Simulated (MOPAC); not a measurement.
A run for MOPAC: AM1 on ClGeH5 (a complex), monomers drawn apart or pushed together.

```
AM1 1SCF PRECISE CHARGE=0 THREADS=1
ClGeH5

Cl    -0.83989672 1     0.82487983 1    -0.48125102 1
H     -1.07725066 1     0.21030440 1     0.62237952 1
Ge     0.63472932 1    -0.43295191 1     4.90243750 1
H      0.60703811 1     1.09056127 1     5.07421060 1
H     -0.57186715 1    -0.85667192 1     4.03931551 1
H      0.51970096 1    -1.12530249 1     6.26657553 1
H      1.92397016 1    -0.86419626 1     4.19307739 1
```

Output:

```
*******************************************************************************
 **                                                                           **
 **                              MOPAC v23.2.5                                **
 **                                                                           **
 *******************************************************************************
 ** MOPAC's Digital Object Identifier: https://doi.org/10.5281/zenodo.6511958 **
 **                                                                           **
 ** Please cite the open-source release paper for use of this MOPAC version:  **
 ** J. E. Moussa and J. J. P. Stewart (2026)                                  **
 ** MOPAC: An open-source semiempirical molecular orbital program             **
 ** J. Open Source Softw., 11(119), 8025, https://doi.org/10.21105/joss.08025 **
 *******************************************************************************

                              AM1 CALCULATION RESULTS

 *******************************************************************************
 *  AM1        - The AM1 Hamiltonian to be used
 *
 *
 *
 *                 CHARGE ON SYSTEM = 0
 *
 *
 *
 *  PRECISE    - TIGHTER CRITERIA TO BE USED
 *  1SCF       - DO 1 SCF AND THEN STOP
 *  THREADS=1  - MULTI-THREADING NOT USED
 *  T=         - A TIME OF 172800.0 SECONDS REQUESTED
 *  DUMP=N     - RESTART FILE WRITTEN EVERY 7200.0 SECONDS REQUESTED
 *******************************************************************************
AM1 1SCF PRECISE CHARGE=0 THREADS=1
 ClGeH5

   ATOM   CHEMICAL          X               Y               Z
  NUMBER   SYMBOL      (ANGSTROMS)     (ANGSTROMS)     (ANGSTROMS)

     1      Cl         -0.83989672  *   0.82487983  *  -0.48125102  *
     2       H         -1.07725066  *   0.21030440  *   0.62237952  *
     3      Ge          0.63472932  *  -0.43295191  *   4.90243750  *
     4       H          0.60703811  *   1.09056127  *   5.07421060  *
     5       H         -0.57186715  *  -0.85667192  *   4.03931551  *
     6       H          0.51970096  *  -1.12530249  *   6.26657553  *
     7       H          1.92397016  *  -0.86419626  *   4.19307739  *



          CARTESIAN COORDINATES

    NO.       ATOM           X           Y           Z

     1        Cl         -0.8399      0.8249     -0.4813
     2         H         -1.0773      0.2103      0.6224
     3        Ge          0.6347     -0.4330      4.9024
     4         H          0.6070      1.0906      5.0742
     5         H         -0.5719     -0.8567      4.0393
     6         H          0.5197     -1.1253      6.2666
     7         H          1.9240     -0.8642      4.1931

  H: (AM1): M.J.S. DEWAR ET AL, J. AM. CHEM. SOC. 107 3902-3909 (1985)
 Cl: (AM1): M.J.S. DEWAR AND E. G. ZOEBISCH, THEOCHEM, 180, 1 (1988).
 Ge: (AM1): M.J.S.Dewar and C.Jie, Organometallics, 8, 1544, (1989)

           Empirical Formula: H5 Cl Ge  =     7 atoms



      MOLECULAR POINT GROUP   :   Cs


      RHF CALCULATION, NO. OF DOUBLY OCCUPIED LEVELS = 8


 -------------------------------------------------------------------------------
 AM1 1SCF PRECISE CHARGE=0 THREADS=1
 ClGeH5



     1SCF WAS SPECIFIED, SO BFGS WAS NOT USED
     SCF FIELD WAS ACHIEVED


                              AM1 CALCULATION
                                                       MOPAC v23.2.5 Linux




          FINAL HEAT OF FORMATION =          4.49812 KCAL/MOL =      18.82013 KJ/MOL


          COSMO AREA              =        134.93 SQUARE ANGSTROMS
          COSMO VOLUME            =        110.95 CUBIC ANGSTROMS

          IONIZATION POTENTIAL    =         11.626456 EV
          HOMO LUMO ENERGIES (EV) =        -11.626  0.716
          NO. OF FILLED LEVELS    =          8
          MOLECULAR WEIGHT        =        113.0825         POINT GROUP:  Cs

          MOLECULAR DIMENSIONS (Angstroms)

            Atom       Atom       Distance
            H     6   Cl     1     7.15436
            H     7    H     4     2.51585
            H     5    H     4     2.06231


          SCF CALCULATIONS        =          1





   ATOM   CHEMICAL          X               Y               Z
  NUMBER   SYMBOL      (ANGSTROMS)     (ANGSTROMS)     (ANGSTROMS)

     1      Cl         -0.83989672  *   0.82487983  *  -0.48125102  *
     2       H         -1.07725066  *   0.21030440  *   0.62237952  *
     3      Ge          0.63472932  *  -0.43295191  *   4.90243750  *
     4       H          0.60703811  *   1.09056127  *   5.07421060  *
     5       H         -0.57186715  *  -0.85667192  *   4.03931551  *
     6       H          0.51970096  *  -1.12530249  *   6.26657553  *
     7       H          1.92397016  *  -0.86419626  *   4.19307739  *

                             CARTESIAN COORDINATES

   1   Cl       -0.839896720     0.824879830    -0.481251020
   2    H       -1.077250660     0.210304400     0.622379520
   3   Ge        0.634729320    -0.432951910     4.902437500
   4    H        0.607038110     1.090561270     5.074210600
   5    H       -0.571867150    -0.856671920     4.039315510
   6    H        0.519700960    -1.125302490     6.266575530
   7    H        1.923970160    -0.864196260     4.193077390


           Empirical Formula: H5 Cl Ge  =     7 atoms



      MOLECULAR POINT GROUP   :   Cs


                  EIGENVALUES
 -37.02583 -16.75751 -15.98163 -12.32826 -12.32818 -11.66890 -11.66767 -11.62646
   0.71582   0.81209   0.81390   1.86051   2.89864


              NET ATOMIC CHARGES AND DIPOLE CONTRIBUTIONS

  ATOM NO.   TYPE          CHARGE      No. of ELECS.   s-Pop       p-Pop
    1         Cl          -0.168514        7.1685     1.98037     5.18815
    2          H           0.168496        0.8315     0.83150
    3         Ge          -0.003473        4.0035     0.94913     3.05434
    4          H           0.002958        0.9970     0.99704
    5          H          -0.006344        1.0063     1.00634
    6          H           0.004007        0.9960     0.99599
    7          H           0.002869        0.9971     0.99713
 DIPOLE           X         Y         Z       TOTAL
 POINT-CHG.    -0.140    -0.482     0.939     1.065
 HYBRID        -0.088    -0.176     0.286     0.347
 SUM           -0.228    -0.659     1.225     1.409


          ATOMIC ORBITAL ELECTRON POPULATIONS

     Atom    s        px        py        pz
    1 Cl   1.98037   1.97231   1.81439   1.40144
    2  H   0.83150
    3 Ge   0.94913   1.01486   1.01936   1.02013
    4  H   0.99704
    5  H   1.00634
    6  H   0.99599
    7  H   0.99713

 **********************
 *                    *
 * JOB ENDED NORMALLY *
 *                    *
 **********************




 == MOPAC DONE ==
```

The run finished.

Cost: about 0.03 core-seconds (a rough figure).
